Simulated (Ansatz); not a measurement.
Ansatz (a first-principles code) input (SVWN5/def2-TZVPD):

Ansatz 0.2 input:
```yaml
crystal:
  periodic: [false, false, false]
  atoms:
    - {symbol: Ta, position_ang: [0.05661744, 0.12723020, 0.10502001]}
    - {symbol: O, position_ang: [1.31724665, -0.78285220, -0.97746607]}
    - {symbol: O, position_ang: [-0.70968001, -1.14146538, 1.05166593]}
    - {symbol: O, position_ang: [-1.12420080, 0.76334200, -1.03250748]}
basis:
  gaussian:
    orbitals: def2-TZVPD
hamiltonian:
  xc: {name: SVWN5}
total_charge: -1
```

Output:

```
Functional definition: SVWN5
integrals: 0.07 GiB planned
918 factors; their error is unknown
mean field: 0.55 GiB planned
mean field evaluation 1: about -7643.3271 eV, gradient 7.7e1 eV
mean field evaluation 2: about -7305.4455 eV, gradient 3.7e2 eV
mean field evaluation 4: about -7611.5457 eV, gradient 1.2e2 eV
mean field evaluation 8: about -7654.6177 eV, gradient 1.3e0 eV
mean field evaluation 16: about -7654.6147 eV, gradient 7.6e-3 eV
mean field evaluation 32: about -7648.1684 eV, gradient 1.7e-1 eV
mean field -7654.61474998 eV, -281.3019035775 hartree, gradient 2.0e-5 eV, S^2 0.000000; 4 other end points of the search recorded, 0 dependent functions left out
reference -7654.61479354 eV, -281.3019051784 hartree; 19, 19 occupied and 144, 144 virtual orbitals, 918 factors
Total energy: -7654.61479354 eV, -281.3019051784 hartree
```

This state (charge -1, singlet) is run at the relaxed geometry of the species with charge 0 and multiplicity 2.
